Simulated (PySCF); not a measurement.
Parent: `[CH2:1]=[C:2]=[CH:3][C:4]([F:5])([F:6])[F:7]`, C4H3F3.

Computed with PySCF, PBE0-D3(BJ)/def2-SVP geometry optimisation, gas phase. One conformer each, not checked by frequencies here.

```
coordinate of the parent    value
                   C1=C2  1.304 Å
                   C2=C3  1.309 Å
                   C3–C4  1.497 Å
                   C4–F5  1.338 Å
                   C4–F6  1.338 Å
                   C4–F7  1.330 Å
                C1–C2–C3   179.9°
                C2–C3–C4   123.1°
                C3–C4–F5   110.8°
                C3–C4–F6   110.8°
                C3–C4–F7   112.5°
                F5–C4–F6   106.8°
                F5–C4–F7   107.8°
                F6–C4–F7   107.8°
```

Problem. How does the shared frame change in `[OH:1][CH:2]=[C:3]=[CH:4][C:5]([F:6])([F:7])[F:8]` with H–O1–C2–C3 1°, C4H3F3O? Atoms pair as C1 = C2, C2 = C3, C3 = C4, C4 = C5, F5 = F6, F6 = F8, F7 = F7 (parent first).

Solution. 
| parent | relative | value in the relative | change |
| --- | --- | --- | --- |
| C1=C2 | C2=C3 | 1.314 Å | +0.010 |
| C2=C3 | C3=C4 | 1.309 Å | 0.000 |
| C3–C4 | C4–C5 | 1.501 Å | +0.004 |
| C4–F5 | C5–F6 | 1.337 Å | -0.001 |
| C4–F6 | C5–F8 | 1.339 Å | +0.001 |
| C4–F7 | C5–F7 | 1.328 Å | -0.002 |
| C1–C2–C3 | C2–C3–C4 | 179.1° | -0.8 |
| C2–C3–C4 | C3–C4–C5 | 123.4° | +0.3 |
| C3–C4–F5 | C4–C5–F6 | 110.7° | -0.1 |
| C3–C4–F6 | C4–C5–F8 | 110.5° | -0.3 |
| C3–C4–F7 | C4–C5–F7 | 112.7° | +0.2 |
| F5–C4–F6 | F6–C5–F8 | 106.9° | +0.1 |
| F5–C4–F7 | F6–C5–F7 | 108.0° | +0.2 |
| F6–C4–F7 | F8–C5–F7 | 107.8° | 0.0 |

Of the parent's bonds, C1–C2 changes most (+0.010 Å). Bonds of the relative outside the shared frame: O1–C2 1.346 Å. Point group Cs → C1.
